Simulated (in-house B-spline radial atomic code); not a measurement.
## Response and correlation of Pd

Closed shell [Kr] 4d10. Computed with an all-electron radial atomic-structure program (B-spline basis): Dirac-Hartree-Fock, relativistic RPA (time-dependent Dirac-Hartree-Fock) for the response and second-order many-body perturbation theory for correlation, no-pair Dirac-Coulomb Hamiltonian, finite nucleus.

Command:
```bash
python run_mb.py task.json out
```
Settings (nuclear radius in fm, box in bohr, cutoff in hartree):
```
basis_form          2
Z                   46
core_configuration  [Kr] 4d10
rms_radius          4.5318
mass_number         106
speed_of_light      137.036
box_radius          45.0
lmax                7
intervals           67
virtual_cutoff      52900.0
```

Cost of the run: 16 s on 1 thread of Intel(R) Xeon(R) Platinum 8488C, with other jobs on the host.

```tsv
multipole (bohr³, bohr⁵, bohr⁷)	uncoupled	coupled RPA
dipole	18.777	21.172
quadrupole	109.65	268.83
octupole	1511	?
```

(1) What is the coupled octupole polarisability?

(2) Which subshells carry the dipole polarisability?

(3) What does the dipole shielding factor come to?

Dipole polarisability at imaginary frequency:

```json
{"u (Eh)": "0", "α(iu) (bohr³)": "21.17"}
{"u (Eh)": "0.05", "α(iu) (bohr³)": "20.57"}
{"u (Eh)": "0.15", "α(iu) (bohr³)": "17.25"}
{"u (Eh)": "0.3", "α(iu) (bohr³)": "12.67"}
{"u (Eh)": "0.5", "α(iu) (bohr³)": "9.087"}
{"u (Eh)": "1", "α(iu) (bohr³)": "5.004"}
{"u (Eh)": "2", "α(iu) (bohr³)": "2.248"}
{"u (Eh)": "5", "α(iu) (bohr³)": "0.571"}
```

(4) What dispersion coefficients follow for two such atoms?

(5) How good is RPA here?

Lowest J = 1 odd-parity excitations:

| energy (eV) | oscillator strength | leading channel | weight |
| --- | --- | --- | --- |
| 4.8459 | 0.0326 | 4d5/2 → p3/2 | 0.624 |
| 5.5858 | 0.266 | 4d3/2 → p3/2 | 0.488 |
| 5.757 | 0.0544 | 4d3/2 → p1/2 | 0.724 |
| 7.19 | 0.0267 | 4d5/2 → p3/2 | 0.972 |
| 7.6869 | 0.0101 | 4d3/2 → p3/2 | 0.611 |
| 7.77 | 0.00393 | 4d3/2 → p1/2 | 0.661 |
| 7.8437 | 0.00162 | 4d5/2 → f7/2 | 0.724 |
| 7.8476 | 0.00112 | 4d5/2 → f5/2 | 0.741 |

Second-order correlation energy by the highest angular momentum of the excited pair (hartree): s -0.02596, p -0.2353, d -0.7747, f -0.9977, g -0.3229, h -0.1397, i -0.06343, k -0.03239.

(6) What is the second-order correlation energy at the partial-wave limit?

## Answers

(1) 2557.4 atomic units, +69 % against the uncoupled value.

(2) 4d5/2 63.9 %, 4d3/2 35.7 %, 4p3/2 0.2 %.

(3) The dipole shielding factor is 1.000, against the exact N/Z = 46/46 = 1.000 of the non-relativistic theorem.

(4) C6 = (3/π)∫α(iu)²du = 147.7 hartree·bohr⁶ and C8 = 5319 hartree·bohr⁸.

(5) The recommended dipole polarisability is 26.14 bohr³ (Schwerdtfeger and Nagle, table of static dipole polarizabilities (2023 update)); RPA is off by -19 %, the part due to correlation beyond RPA.

(6) The listed waves sum to -2.5921 hartree; extrapolating the increments as (l + 1/2)⁻⁴ gives -2.6583 hartree, -1.57 eV per electron.
